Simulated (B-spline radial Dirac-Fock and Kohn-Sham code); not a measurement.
# Kohn-Sham estimates against Dirac-Fock for the levels of Hg¹⁷⁺

System: the Hg¹⁷⁺ ion, [Kr] 4d10 4f14 5s2 5p1.

The density-functional columns are spherical, spin-unpolarised Dirac-Kohn-Sham results without Breit or QED terms: −ε is minus the orbital energy of the initial state and ΔSCF the difference of two total energies. The reference in the last column comes from relaxed Dirac-Fock hole states (ΔSCF) with Breit and QED corrections and a finite nucleus. All numbers are from a radial atomic solver, in eV; a selection of levels is shown. For the 1s level of heavy atoms much of the gap between ΔSCF and the reference is the Breit and QED part, -454.1 eV here; for other levels the error of the functional can be larger.

| level | LDA −ε | LDA ΔSCF | Dirac-Fock |
| --- | --- | --- | --- |
| 1s | 83315.7 | 83945.6 | 83502.2 |
| 2s | 15068.8 | 15193.8 | 15248.5 |
| 2p1/2 | 14483.8 | 14643.0 | 14608.7 |
| 2p3/2 | 12537.5 | 12671.8 | 12682.3 |
| 3s | 3856.9 | 3900.0 | 3959.4 |
| 3p1/2 | 3591.6 | 3637.4 | 3674.2 |
| 3p3/2 | 3160.0 | 3201.8 | 3242.3 |
| 3d3/2 | 2717.5 | 2766.2 | 2777.5 |
| 3d5/2 | 2624.8 | 2672.0 | 2686.5 |
| 4s | 1130.9 | 1154.3 | 1189.7 |
| 4p1/2 | 1016.6 | 1040.1 | 1066.2 |
| 4p3/2 | 911.3 | 933.6 | 960.6 |
| 4d3/2 | 723.4 | 745.5 | 760.1 |
| 4d5/2 | 703.5 | 725.4 | 740.2 |
| 4f5/2 | 460.1 | 481.6 | 479.5 |
| 4f7/2 | 455.7 | 477.0 | 475.3 |
| 5s | 454.2 | 467.8 | 460.5 |
| 5p | 393.9 | 406.4 | 403.1 |

Values without a named source are computed, but for edge energies of neutral atoms, which are taken from tables.
